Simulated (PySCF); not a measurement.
## Working out the ionisation energy of F⁺

F⁺ [He] 2s2 2p4 (3P) → F²⁺ [He] 2s2 2p3 (4S). All numbers are calculated (PySCF 2.14, the non-relativistic Hamiltonian (point nucleus), in aug-cc-pwCVTZ). Frozen: 1s2. Energies in hartree (1 hartree = 27.21139 eV):

| part | F⁺ (lower) | F²⁺ (upper) |
| --- | --- | --- |
| UHF | -98.831140 | -97.604672 |
| CCSD correlation | -0.166372 | -0.118855 |
| (T) | -0.002395 | -0.001309 |

What does Hartree-Fock give?

(-97.604672) − (-98.831140) = 1.226468 hartree = 33.374 eV.

What do CCSD and CCSD(T) give?

The CCSD correlation energies differ by 0.047517 hartree = 1.293 eV and the triples by 0.001086 hartree = 0.030 eV, so CCSD gives 34.667 eV and CCSD(T) 34.697 eV.

Measured between the centres of the two terms (NIST): 34.950 eV, so CCSD(T) (valence) is off by -0.253 eV.

What remains against the reference includes basis incompleteness, the frozen core and higher excitations.
